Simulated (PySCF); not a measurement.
FO2W, doublet, at a GFN2-xTB geometry (such geometries of metal compounds can be far from the true shape) (the multiplicity is a formal guess) (core potentials on W); PySCF with TPSS/def2-SVP.

Here is a job for PySCF.
```python
from pyscf import gto, scf, dft

mol = gto.Mole()
mol.atom = '''
    W     0.031836    0.038077    0.046596
    O     1.554892   -0.445553   -0.513306
    O    -0.606250   -0.879993    1.318243
    F    -1.104998    0.865186   -1.098625
'''
mol.basis = 'def2-svp'
mol.ecp = {'W': 'def2-svp'}
mol.charge = 0
mol.spin = 1
mol.verbose = 4
mol.build()

mf = dft.UKS(mol)
mf.xc = 'tpss'
mf.kernel()
mf.analyze()
```

The log (banner, timings and long lists left out):

```
PySCF version 2.14.0

[INPUT] verbose = 4
[INPUT] num. atoms = 4
[INPUT] num. electrons = 39
[INPUT] charge = 0
[INPUT] spin (= nelec alpha-beta = 2S) = 1
[INPUT] symmetry False subgroup None
[INPUT] Mole.unit = angstrom
[INPUT] Symbol           X                Y                Z      unit          X                Y                Z       unit  Magmom
[...]
nuclear repulsion = 143.803995399023
number of shells = 30
number of NR pGTOs = 129
number of NR cGTOs = 74
basis = def2-svp
ecp = {'W': 'def2-svp'}

******** <class 'pyscf.dft.uks.UKS'> ********
method = UKS
initial guess = minao
damping factor = 0
level_shift factor = 0
DIIS = <class 'pyscf.scf.diis.CDIIS'>
diis_start_cycle = 1
diis_space = 8
diis_damp = 0
SCF conv_tol = 1e-09
SCF conv_tol_grad = None
SCF max_cycles = 50
direct_scf = True
direct_scf_tol = 1e-13
number electrons alpha = 20  beta = 19
XC library pyscf.dft.libxc version 7.1.2
    S. Lehtola, C. Steigemann, M. J. T. Oliveira, and M. A. L. Marques,  SoftwareX 7, 1–5 (2018)
XC functionals = tpss
    J. Tao, J. P. Perdew, V. N. Staroverov, and G. E. Scuseria,  Phys. Rev. Lett. 91, 146401 (2003)
    J. P. Perdew, J. Tao, V. N. Staroverov, and G. E. Scuseria,  J. Chem. Phys. 120, 6898 (2004)
    J. Tao, J. P. Perdew, V. N. Staroverov, and G. E. Scuseria,  Phys. Rev. Lett. 91, 146401 (2003)
    J. P. Perdew, J. Tao, V. N. Staroverov, and G. E. Scuseria,  J. Chem. Phys. 120, 6898 (2004)
radial grids:
    Treutler-Ahlrichs [JCP 102, 346 (1995); DOI:10.1063/1.469408] (M4) radial grids

becke partition: Becke, JCP 88, 2547 (1988); DOI:10.1063/1.454033
pruning grids: <function nwchem_prune>
grids dens level: 3
symmetrized grids: False
atomic radii adjust function: <function treutler_atomic_radii_adjust>
small_rho_cutoff = 0
Set gradient conv threshold to 3.16228e-05
tot grids = 66736
init E= -305.136292660551

cycle= 1 E= -316.717809475022  delta_E= -11.6  |g|= 1.24  |ddm|=  5.1
cycle= 2 E= -306.004219559203  delta_E= 10.7  |g|= 4.23  |ddm|=  4.4
cycle= 3 E= -316.957111556591  delta_E=  -11  |g|= 0.99  |ddm|= 4.12
cycle= 4 E= -317.251898391698  delta_E= -0.295  |g|= 0.485  |ddm|= 0.936
cycle= 5 E= -317.333885972979  delta_E= -0.082  |g|= 0.105  |ddm|= 0.423
cycle= 6 E= -317.338519826578  delta_E= -0.00463  |g|= 0.0234  |ddm|= 0.139
cycle= 7 E= -317.338768863978  delta_E= -0.000249  |g|= 0.00874  |ddm|= 0.0323
cycle= 8 E= -317.338796570144  delta_E= -2.77e-05  |g|= 0.00385  |ddm|= 0.00635
[...]
converged SCF energy = -317.338803826076  <S^2> = 0.75560989  2S+1 = 2.005602
Total Energy =                        -317.338803826076287
[...]
spin_pop of  0 W 5px       0.00199
spin_pop of  0 W 5py       0.00563
spin_pop of  0 W 5pz       0.00501
spin_pop of  0 W 6px       0.00335
spin_pop of  0 W 6py      -0.00073
spin_pop of  0 W 6pz       0.00245
spin_pop of  0 W 7px       0.00057
spin_pop of  0 W 7py       0.00037
spin_pop of  0 W 7pz      -0.00037
spin_pop of  0 W 5dxy      0.02157
spin_pop of  0 W 5dyz      0.04045
spin_pop of  0 W 5dz^2     0.07319
spin_pop of  0 W 5dxz      0.09820
spin_pop of  0 W 5dx2-y2    0.22732
spin_pop of  0 W 6dxy      0.00473
spin_pop of  0 W 6dyz      0.00463
spin_pop of  0 W 6dz^2     0.01374
spin_pop of  0 W 6dxz      0.02968
spin_pop of  0 W 6dx2-y2    0.07225
spin_pop of  0 W 5f-3      0.00182
spin_pop of  0 W 5f-2      0.00015
spin_pop of  0 W 5f-1      0.00050
spin_pop of  0 W 5f+0      0.00122
spin_pop of  0 W 5f+1      0.00073
spin_pop of  0 W 5f+2      0.00066
spin_pop of  0 W 5f+3      0.00020
spin_pop of  1 O 1s        0.00000
spin_pop of  1 O 2s        0.00733
spin_pop of  1 O 3s        0.01273
spin_pop of  1 O 2px      -0.01122
spin_pop of  1 O 2py      -0.01493
spin_pop of  1 O 2pz      -0.00032
spin_pop of  1 O 3px       0.00031
spin_pop of  1 O 3py       0.00085
spin_pop of  1 O 3pz       0.00087
spin_pop of  1 O 3dxy      0.00007
spin_pop of  1 O 3dyz      0.00011
spin_pop of  1 O 3dz^2     0.00002
spin_pop of  1 O 3dxz      0.00001
spin_pop of  1 O 3dx2-y2    0.00004
spin_pop of  2 O 1s        0.00000
spin_pop of  2 O 2s        0.00738
spin_pop of  2 O 3s        0.00999
spin_pop of  2 O 2px       0.00151
spin_pop of  2 O 2py      -0.00496
spin_pop of  2 O 2pz      -0.02308
spin_pop of  2 O 3px       0.00070
spin_pop of  2 O 3py       0.00115
spin_pop of  2 O 3pz       0.00078
spin_pop of  2 O 3dxy      0.00005
spin_pop of  2 O 3dyz      0.00011
spin_pop of  2 O 3dz^2     0.00007
spin_pop of  2 O 3dxz      0.00001
spin_pop of  2 O 3dx2-y2    0.00003
spin_pop of  3 F 1s        0.00000
spin_pop of  3 F 2s        0.00493
spin_pop of  3 F 3s        0.00728
spin_pop of  3 F 2px      -0.00095
spin_pop of  3 F 2py      -0.00566
spin_pop of  3 F 2pz      -0.00021
spin_pop of  3 F 3px       0.00016
spin_pop of  3 F 3py       0.00062
spin_pop of  3 F 3pz       0.00029
spin_pop of  3 F 3dxy      0.00002
spin_pop of  3 F 3dyz      0.00004
spin_pop of  3 F 3dz^2     0.00002
spin_pop of  3 F 3dxz      0.00001
spin_pop of  3 F 3dx2-y2    0.00007
In total            20.00000 | 19.00000
Dipole moment(X, Y, Z, Debye): -0.61702,  1.95805, -0.26364
```
